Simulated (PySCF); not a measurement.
Ga(Cl)3, Cl3Ga, SMILES [Cl][Ga]([Cl])[Cl] (PBE0/def2-SVP optimised geometry):

```
4

Ga    -0.531     0.000     0.000
Cl    -1.591    -1.838    -0.001
Cl    -1.591     1.838     0.000
Cl     1.591     0.000     0.000
```

Calculation: PBE0/def2-TZVP run with PySCF.

**Question.** What are the frontier orbital energies and the dipole moment?

**Answer.** HOMO-2 -9.77 eV, HOMO-1 -9.77 eV, HOMO -9.46 eV, LUMO -2.05 eV, LUMO+1 -1.55 eV; dipole moment 0.00 D.

On the same geometry PBE/def2-TZVP in PySCF gives HOMO-2 -8.33 eV, HOMO-1 -8.33 eV, HOMO -8.01 eV, LUMO -2.99 eV, LUMO+1 -2.33 eV; dipole moment 0.00 D.

Meta-Löwdin charges at PBE0/def2-TZVP: Ga1 0.74, Cl2 -0.25, Cl3 -0.25, Cl4 -0.25.
